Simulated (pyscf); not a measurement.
O=Ta(F)(F)–F, singlet

Gas-phase minimum from PySCF at ωB97X-D3(BJ)/def2-SVP, one conformer. 

```
Ta
O 1 1.7035
F 1 1.8768 2 107.26
F 1 1.8772 2 107.31 3 -119.90
F 1 1.8773 2 107.36 3 119.99
```
Charge 0, spin multiplicity 1.

Properties at ωB97X-D3(BJ)/def2-SVP:

```
Quantity                                                                                                                                                           Value
---------------------------------------------------------------------------------------------------------------------  -------------------------------------------------
Harmonic wavenumbers, unscaled                                                                                         162, 162, 192, 261, 262, 711, 712, 713, 1061 cm⁻¹
Zero-point energy                                                                                                                                           6.1 kcal/mol
Rotational symmetry number                                                                                                                                             3
Entropy of this conformer at 298 K and 1 atm, rigid rotor and harmonic oscillator, modes under 100 cm⁻¹ raised to 100                                    329.0 J/(mol K)
Dipole moment                                                                                                                                                     1.76 D
```

Single-point totals, which compare only within one level:

```tsv
level	total energy (hartree)
ωB97X-D3(BJ)/def2-TZVP	-432.27830
PBE/def2-TZVP	-431.92427
r²SCAN/def2-TZVP	-432.11919
B3LYP-D3(BJ)/def2-TZVP	-432.26074
PBE0-D3(BJ)/def2-TZVP	-431.85756
M06-2X/def2-TZVP	-431.98584
ωB97M-D3(BJ)/def2-TZVP	-432.25521
```

Elements past Kr carry the def2 core potentials, without spin-orbit coupling.
